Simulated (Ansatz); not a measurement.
Frontier orbitals of C$_{9}$H$_{5}$NO$_{4}$Os, SMILES `[O+]#[C][Os-5]([C]#[O+])([C]#[O+])([C]#[O+])[n+]1ccccc1`.

Cartesian coordinates in Å:
```
O -0.969 -2.787 -1.865
C -0.756 -2.320 -0.839
Os -0.401 -1.548 0.907
C -0.828 -3.184 1.759
O -1.087 -4.174 2.266
C -1.785 -0.645 1.914
O -2.606 -0.133 2.531
C 1.369 -1.583 1.690
O 2.409 -1.625 2.174
N 0.081 0.309 -0.145
C 1.321 0.545 -0.593
C 1.658 1.686 -1.293
C 0.681 2.631 -1.554
C -0.604 2.387 -1.101
C -0.863 1.222 -0.407
H 2.057 -0.218 -0.383
H 2.679 1.819 -1.627
H 0.914 3.535 -2.103
H -1.411 3.086 -1.279
H -1.858 0.995 -0.051
```

Charge 0, multiplicity 1. Correlated methods include outer-core shells of Os, which these sets cover unevenly. Os takes the def2 core potential. Geometry: relaxed with PBE0-D4/def2-TZVP. It is one conformer, not always the lowest. Basis def2-TZVPP, the Gaussian-basis code of Ansatz.

Orbital energies of one run (eV). Highest occupied ones, from the top: -8.06, -8.24, -9.85, -10.03, -10.97, -12.14, -12.57, -13.91, -14.80, -14.81, -14.88, -15.02, -15.07, -15.11. Empty: -0.08, 0.61, 0.81, 1.63, 2.51, 2.60.

Question: Which functional gave them?
A. BLYP
B. B3LYP
C. B97M-V
D. ωB97X-V

Answer: D. HOMO energies: ωB97X-V -8.06, B3LYP -5.85, BLYP -4.90, B97M-V -5.13 eV.

B3LYP here is the variant with VWN-RPA as its local correlation; programs differ in this.
